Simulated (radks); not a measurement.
The numbers below are computed, except where a source is named.
Removal energies from the tin ion Sn12+, [Kr] 4d2, by Delta-SCF beside the eigenvalue of the level emptied. Code: a radial shooting solver on a logarithmic mesh with Libxc functionals. Model: scalar-relativistic Kohn-Sham, PBEsol, spin-polarised, spherical densities, finite nucleus; Fermi nuclear charge, rms radius of each element as measured or else 0.836 A^(1/3) + 0.57 fm. Open shells are filled with parallel spins first.

| removed from | final configuration | Delta-SCF (eV) | -eigenvalue (eV) |
|---|---|---|---|
| 4d | [Kr] 4d1 | 257.98 | 245.59 |
| 4p | [Ar] 3d10 4s2 4p5 4d2 | 327.73 | 314.80 |
| 4s | [Ar] 3d10 4s1 4p6 4d2 | 376.11 | 362.63 |
| 3d | [Ar] 3d9 4s2 4p6 4d2 | 755.77 | 726.72 |
